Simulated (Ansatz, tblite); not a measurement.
Cost and result up the ladder for the cluster As₃P₂⁺ (the lowest singlet isomer of a short search) (5 atoms). The state is a singlet with charge 1. Geometry: PBE-D4/def2-SVP.

```xyz
5

P    -0.9907   -1.1835    0.5778
P    -0.3436    0.7815    1.4087
As    1.3706   -0.5847    0.3158
As    0.3379    1.5764   -0.6933
As   -0.3742   -0.5897   -1.6090
```

Ansatz on 4 threads of Arm Neoverse V1 on a shared host; xTB runs through tblite on one thread. Times are rough, summed over both states, and most runs start from the orbitals of an earlier one. PBE0-D4/def2-TZVP serves as the yardstick here, not as an exact answer. Differences are given only for rows in sets of like size (and for xTB, whose basis is part of the method), since another set adds its own error. The other state is a triplet at its own geometry, which has other bonds, so the gap mixes isomer and spin.

The xTB rows come from tblite. HSE06 is defined as in plane-wave codes, on full-range PBE exchange. Correlated methods freeze 37 core orbitals; core or outer-core shells of As are correlated, in sets that lack core-valence functions. The rows differ in basis, and correlated rows in double-zeta sets carry the largest basis error. At PBE0-D4/def2-TZVP a singlet of charge 1 lies 1.57 eV below the triplet, each at its own geometry. The structure comes from a short search, and lower isomers may exist.

Run but left out: HF/STO-3G, MP2/def2-SVP, MP2/def2-TZVP (triplet: ⟨S²⟩ 2.22 to 2.52, where a pure state has 2.00).

Correlated methods converge slowly with the basis, most of all in double-zeta sets.

xTB has no spin-polarisation term.

| level | functions | wall time | triplet − singlet (eV) | difference from PBE0-D4/def2-TZVP (eV) | remarks |
| --- | --- | --- | --- | --- | --- |
| GFN1-xTB | 45 | 0.014 s | 1.40 | -0.16 | – |
| GFN2-xTB | 45 | 0.014 s | 1.72 | 0.15 | – |
| PBE-D4/def2-TZVP | 218 | 8.3 s | 1.45 | -0.12 | – |
| HF/def2-TZVP | 218 | 21 s | 1.72 | 0.15 | spin-contaminated (⟨S²⟩ 2.22) (triplet) |
| PBE0-D4/def2-TZVP | 218 | 23 s | 1.56 | 0.00 | – |
| HSE06-D4/def2-TZVP | 218 | 23 s | 1.55 | -0.01 | – |
| r2SCAN-D4/def2-TZVP (with forces) | 218 | 24 s | 1.43 | -0.14 | – |
| CCSD(T)/def2-SVP | 132 | 81 s | 1.80 | – | spin-contaminated (⟨S²⟩ 2.22) (triplet) |
